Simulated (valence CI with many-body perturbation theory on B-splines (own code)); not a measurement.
Dy⁶¹⁺: E2, E3, M1, M2 decay

Calculated by relativistic CI+MBPT: three valence electrons over a frozen Dirac-Fock core [He], a basis of 11 s, 11 p, 9 d, 7 f, 5 g, 2 h, 1 i functions for each j, with the one-electron correlation potential Σ1 (screened to all orders), the two-electron term Σ2, the three-electron term Σ3, Breit, model QED; selected single and double excitations, second order for the rest (own B-spline code, finite nucleus).

The last digits are not significant, and no measured levels were compared; by estimate large intervals hold to a few tenths of a per cent, small ones and those within an open d or f shell to about a per cent.

Lines 1 to 30 of 30 in falling wavelength, among levels below 728.47 Ry, chosen from the decays that carry over 1 % of a level's rate. Wavelengths and rates use the calculated energies. Electric multipoles are in the length gauge, E1 and E2 with the static RPA response of the core. S is in atomic units (e²a₀⁴ for E2 and M2, e²a₀⁶ for E3), for M1 in squared Bohr magnetons. Weak lines are less certain than strong ones. Lines between different terms over intervals too small for the method are left out, as are lines whose strength nearly cancels. The highest levels of a list are the least certain.

Levels are named by their leading jj configuration (3d3/2^4 stands for four electrons in 3d with j = 3/2), which in mixed levels can hold well under half, so a name can repeat and another be missing. Letters in brackets count levels of one name in rising energy.

| λ vac (nm) | Upper | Lower | Type | A (s⁻¹) | S (a.u.) |
| --- | --- | --- | --- | --- | --- |
| 1.541 | (2s 2p1/2 2p3/2) J=3/2 [a] | (2s 2p1/2^2) J=1/2 | M1 | 3.16e+09 | 1.71e+00 |
| 1.488 | (2s 2p3/2 3d5/2) J=9/2 | (2s 2p1/2 3d5/2) J=7/2 | M1 | 2.97e+09 | 3.63e+00 |
| 1.422 | (2s^2 2p3/2) J=3/2 | (2s^2 2p1/2) J=1/2 | M1 | 3.00e+09 | 1.28e+00 |
| 0.1685 | (2s^2 3p1/2) J=1/2 | (2s^2 2p3/2) J=3/2 | E2 | 1.53e+12 | 3.70e-05 |
| 0.1656 | (2s 2p3/2 3p3/2) J=7/2 | (2s 2p3/2^2) J=3/2 | E2 | 4.55e+10 | 4.04e-06 |
| 0.1635 | (2s 2p3/2 3p3/2) J=7/2 | (2s 2p3/2^2) J=5/2 | E2 | 5.14e+11 | 4.29e-05 |
| 0.1632 | (2s 2p3/2 3p3/2) J=1/2 [b] | (2s 2p3/2^2) J=3/2 | E2 | 8.96e+11 | 1.85e-05 |
| 0.1631 | (2s 2p1/2 3p3/2) J=5/2 | (2s 2p1/2 2p3/2) J=5/2 | E2 | 4.14e+11 | 2.56e-05 |
| 0.1627 | (2s^2 3p3/2) J=3/2 | (2s^2 2p3/2) J=3/2 | E2 | 7.60e+11 | 3.10e-05 |
| 0.1612 | (2s 2p3/2 3p3/2) J=1/2 [b] | (2s 2p3/2^2) J=5/2 | E2 | 3.00e+11 | 5.84e-06 |
| 0.1610 | (2s 2p3/2 3d5/2) J=9/2 | (2s 2p3/2^2) J=5/2 | M2 | 3.32e+10 | 3.20e-06 |
| 0.1610 | (2s 2p3/2 3d5/2) J=9/2 | (2s 2p3/2^2) J=5/2 | E3 | 1.96e+09 | 1.74e-06 |
| 0.1470 | (2s 2p3/2 3p3/2) J=7/2 | (2s 2p1/2 2p3/2) J=5/2 | E2 | 3.92e+11 | 1.92e-05 |
| 0.1468 | (2s 2p1/2 3p3/2) J=5/2 | (2s 2p1/2^2) J=1/2 | E2 | 8.42e+11 | 3.08e-05 |
| 0.1463 | (2s 2p3/2 3p3/2) J=7/2 | (2s 2p1/2 2p3/2) J=3/2 [a] | E2 | 6.20e+11 | 2.97e-05 |
| 0.1462 | (2s 2p3/2 3p3/2) J=1/2 [b] | (2s 2p1/2 2p3/2) J=3/2 [b] | E2 | 8.76e+11 | 1.05e-05 |
| 0.1460 | (2s^2 3p3/2) J=3/2 | (2s^2 2p1/2) J=1/2 | E2 | 9.23e+11 | 2.19e-05 |
| 0.1450 | (2s 2p3/2 3d5/2) J=9/2 | (2s 2p1/2 2p3/2) J=5/2 | M2 | 1.11e+10 | 6.36e-07 |
| 0.1450 | (2s 2p3/2 3d5/2) J=9/2 | (2s 2p1/2 2p3/2) J=5/2 | E3 | 1.77e+09 | 7.57e-07 |
| 0.1443 | (2s 2p3/2 3d5/2) J=9/2 | (2s 2p1/2 2p3/2) J=3/2 [a] | E3 | 3.48e+09 | 1.44e-06 |
| 0.1431 | (2p1/2 2p3/2 3d3/2) J=5/2 [a] | (2s 2p1/2 2p3/2) J=1/2 | E2 | 1.44e+12 | 4.62e-05 |
| 0.1429 | (2p1/2 2p3/2 3d3/2) J=7/2 | (2s 2p1/2 2p3/2) J=3/2 [b] | E2 | 1.91e+12 | 8.13e-05 |
| 0.1424 | (2s 2p1/2 3d3/2) J=5/2 | (2s^2 2p1/2) J=1/2 | E2 | 2.41e+12 | 7.55e-05 |
| 0.1421 | (2p1/2^2 3d3/2) J=3/2 | (2s 2p1/2^2) J=1/2 | E2 | 4.52e+12 | 9.35e-05 |
| 0.1418 | (2p1/2 2p3/2 3d3/2) J=7/2 | (2s 2p1/2 2p3/2) J=5/2 | E2 | 2.16e+12 | 8.84e-05 |
| 0.1415 | (2p1/2 2p3/2 3d3/2) J=5/2 [a] | (2s 2p1/2 2p3/2) J=3/2 [a] | E2 | 2.10e+12 | 6.39e-05 |
| 0.1414 | (2p1/2 2p3/2 3d3/2) J=1/2 [a] | (2s 2p1/2 2p3/2) J=3/2 [a] | E2 | 4.13e+12 | 4.17e-05 |
| 0.1412 | (2p1/2 2p3/2 3d3/2) J=7/2 | (2s 2p1/2 2p3/2) J=3/2 [a] | E2 | 4.79e+11 | 1.92e-05 |
| 0.1407 | (2p1/2 2p3/2 3d5/2) J=9/2 | (2s 2p1/2 2p3/2) J=5/2 | E2 | 4.74e+12 | 2.34e-04 |
| 0.1404 | (2p1/2 2p3/2 3d5/2) J=7/2 [a] | (2s 2p1/2 2p3/2) J=3/2 [a] | E2 | 4.21e+12 | 1.64e-04 |
